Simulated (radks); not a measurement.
Spherical jellium clusters: N electrons in a uniform positive sphere of charge N and radius rs N^(1/3), rs = 2.99 bohr. Method: non-relativistic Kohn-Sham, LDA (Slater exchange, Perdew-Wang correlation), spin-polarised, spherical densities; computed with a radial shooting solver with Libxc functionals. Levels are named by radial order and angular momentum (1s, 1p, 1d, 2s, ...), and open shells are averaged over m.

N = 20, configuration 1s2 1p6 1d10 2s2. This is the lowest configuration that the search found. Occupied and some empty levels:

level  occupation  eigenvalue (eV)  <r> (bohr)
1s              2          -7.1616       5.105
1p              6          -5.8099       6.072
1d             10          -4.1208       6.839
2s              2          -3.3522       6.039
1f              0          -2.2145       7.635
2p              0          -1.5366       8.073
1g              0         -0.24629       8.870

Energy (eV): total -33.0126, kinetic 56.202, external -1570.3, Hartree 768.10, exchange-correlation -91.644, background 804.66. Static polarisability (adiabatic kernel): 815.0 bohr^3, against R^3 = 534.6 for a classical metal sphere.
